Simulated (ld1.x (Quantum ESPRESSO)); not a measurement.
Hf (Z = 72) PAW: all-electron and pseudo phase curves

```
Element                 : hafnium
Generator               : ld1.x (Quantum ESPRESSO) 7.5
Type                    : PAW
Functional              : LDA (PZ)
Relativity              : fully relativistic
Frozen core             : [Kr] 4d10 4f14 5s2
Valence charge          : 10
Reference configuration : 5p6 5d2 6s0 6p0 (charge +2)
Partial waves           : 6s (bound, empty): rcut 2.70, rcutus 3.20 bohr; 6s channel at 3.45 Ry: rcut 2.70, rcutus 3.20 bohr; 5p (bound): rcut 1.75, rcutus 2.00 bohr; 6p (bound, empty): rcut 1.75, rcutus 2.00 bohr; 5d (bound): rcut 2.30, rcutus 2.80 bohr; 5d channel at -0.9 Ry: rcut 2.30, rcutus 2.80 bohr
Local potential         : all-electron potential smoothed inside 2.80 bohr (lloc = -2)
Core correction         : Bessel-smoothed model core inside 1.65 bohr
Augmentation charge     : BESSEL, radius 1.30 bohr
```

Open shells are filled in proportion to 2j + 1 (rel_dist='average').

The phase is arctan(r·u′/u) with u = r·R(r), unwrapped; energies in Ry, scanned from -6 to 5 Ry. A pole is an energy at which the radial function vanishes at the test radius. The pseudo phase is shifted by a multiple of π to meet the all-electron one at the reference energy, and phase errors are pseudo minus all-electron; the curves can meet again beyond the range given. Levels narrower than the energy grid can be missing from the lists of poles.

```json
{"channel": "s", "radius (bohr)": "3.51", "reference energy (Ry)": "-1.31", "poles, all-electron": "-0.56, 4.29", "poles, pseudo": "-0.58, 3.84, 4.55", "unbroken range about the reference energy with phases within 0.05 rad": "below 0.7", "phase error 1 Ry above the reference energy (rad)": "-0.010"}
{"channel": "p1/2", "radius (bohr)": "3.51", "reference energy (Ry)": "-0.94", "poles, all-electron": "-4.14, 0.22", "poles, pseudo": "-4.14, 0.23", "unbroken range about the reference energy with phases within 0.05 rad": "below 2.1", "phase error 1 Ry above the reference energy (rad)": "+0.001"}
{"channel": "p3/2", "radius (bohr)": "3.51", "reference energy (Ry)": "-0.87", "poles, all-electron": "-3.56, 0.52", "poles, pseudo": "-3.56, 0.52", "unbroken range about the reference energy with phases within 0.05 rad": "below 2.5", "phase error 1 Ry above the reference energy (rad)": "+0.000"}
{"channel": "d3/2", "radius (bohr)": "3.51", "reference energy (Ry)": "-1.28", "poles, all-electron": "-1.10, 2.21", "poles, pseudo": "-1.10, 2.24", "unbroken range about the reference energy with phases within 0.05 rad": "below 4.0", "phase error 1 Ry above the reference energy (rad)": "+0.000"}
{"channel": "d5/2", "radius (bohr)": "3.51", "reference energy (Ry)": "-1.23", "poles, all-electron": "-1.03, 2.30", "poles, pseudo": "-1.03, 2.33", "unbroken range about the reference energy with phases within 0.05 rad": "below 4.1", "phase error 1 Ry above the reference energy (rad)": "+0.000"}
```

The ghost test of this file was not conclusive.

Phases in the p3/2 channel:

```tsv
E (Ry)	all-electron	pseudo
-6.00	1.438	1.438
-5.48	1.430	1.430
-4.96	1.419	1.419
-4.44	1.405	1.405
-3.92	1.382	1.382
-3.40	-1.741	-1.741
-2.88	-1.788	-1.788
-2.36	-1.838	-1.838
-1.84	-1.931	-1.931
-1.32	-2.196	-2.195
-0.80	-3.593	-3.593
-0.28	-4.472	-4.472
0.24	-4.660	-4.659
0.76	-4.750	-4.749
1.28	-4.824	-4.822
1.80	-4.918	-4.913
2.32	-5.129	-5.107
2.84	-6.233	-6.048
3.36	-7.451	-7.401
3.88	-7.672	-7.653
4.40	-7.756	-7.744
4.92	-7.804	-7.794
```
